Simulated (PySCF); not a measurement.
Compound: C7H5N.
SMILES with atom numbers: `[CH:1]#[C:2]/[CH:3]=[C:4](/[C:5]#[N:6])[CH:7]=[CH2:8]` (hydrogens: H9 on C1; H10 on C3; H11 on C7; H12, H13 on C8)

The same species was optimised twice, with GFN2-xTB and with PBE0-D3(BJ)/def2-SVP (PySCF), and the same property calculations (PySCF, gas phase) were run on both structures.

| coordinate | GFN2-xTB | PBE0-D3(BJ)/def2-SVP | change |
| --- | --- | --- | --- |
| C4–C5 (Å) | 1.415 | 1.434 | +0.019 |
| C2–C3 (Å) | 1.400 | 1.413 | +0.013 |
| C5≡N6 (Å) | 1.147 | 1.159 | +0.012 |
| C1≡C2 (Å) | 1.203 | 1.215 | +0.012 |
| C7=C8 (Å) | 1.329 | 1.339 | +0.010 |
| C3=C4 (Å) | 1.356 | 1.363 | +0.007 |
| C4–C7 (Å) | 1.453 | 1.459 | +0.006 |
| C4–C5–N6 (°) | 179.2 | 178.3 | -0.9 |
| C1–C2–C3 (°) | 179.2 | 178.3 | -0.9 |
| C4–C7–C8 (°) | 123.8 | 124.5 | +0.7 |
| C5–C4–C7 (°) | 118.4 | 118.0 | -0.4 |
| C2–C3–C4 (°) | 123.8 | 124.2 | +0.4 |
| C3–C4–C5 (°) | 117.9 | 118.2 | +0.3 |
| C3–C4–C7 (°) | 123.7 | 123.8 | +0.1 |
| C3–C4–C7–C8 (°) | 180 | 180 | 0 |

Rotational constants: A = 3699, B = 1403, C = 1017 MHz (GFN2-xTB) against A = 3689, B = 1365, C = 996.5 MHz (PBE0-D3(BJ)/def2-SVP). Point groups within 0.08 Å: Cs and Cs.

On the GFN2-xTB structure: lowest singlet, TDDFT (eV) 4.39 [B3LYP/def2-SVPD]; isotropic polarisability (au) 97.5 [B3LYP/def2-SVPD]; HOMO (eV) -7.04 [B3LYP/def2-SVPD]; LUMO (eV) -2.74 [B3LYP/def2-SVPD]; dipole (D) 3.96 [B3LYP/def2-SVPD].

What do these properties become on the PBE0-D3(BJ)/def2-SVP structure?

```json
{"property": "lowest singlet, TDDFT (eV)", "level": "B3LYP/def2-SVPD", "on GFN2-xTB": "4.39", "on PBE0-D3(BJ)/def2-SVP": "4.34", "change": "-0.05"}
{"property": "isotropic polarisability (au)", "level": "B3LYP/def2-SVPD", "on GFN2-xTB": "97.5", "on PBE0-D3(BJ)/def2-SVP": "99.6", "change": "+2.1"}
{"property": "HOMO (eV)", "level": "B3LYP/def2-SVPD", "on GFN2-xTB": "-7.04", "on PBE0-D3(BJ)/def2-SVP": "-7.03", "change": "+0.01"}
{"property": "LUMO (eV)", "level": "B3LYP/def2-SVPD", "on GFN2-xTB": "-2.74", "on PBE0-D3(BJ)/def2-SVP": "-2.78", "change": "-0.04"}
{"property": "dipole (D)", "level": "B3LYP/def2-SVPD", "on GFN2-xTB": "3.96", "on PBE0-D3(BJ)/def2-SVP": "4.00", "change": "+0.04"}
{"property": "energy, GFN2-xTB geometry as zero (kcal/mol)", "level": "B3LYP/def2-SVPD", "on GFN2-xTB": "0.0", "on PBE0-D3(BJ)/def2-SVP": "-1.7", "change": "-1.7"}
```

The heavy atoms differ by 0.027 Å rms after alignment. Among bonds between heavy atoms C4–C5 changes most (+0.019 Å). Changes are differences of the printed values. Neither structure is proved a minimum here.

Shape of the structure used: `[CH:1]#[C:2]/[CH:3]=[C:4](/[C:5]#[N:6])[CH:7]=[CH2:8]`: C3–C4–C7–C8 180°.
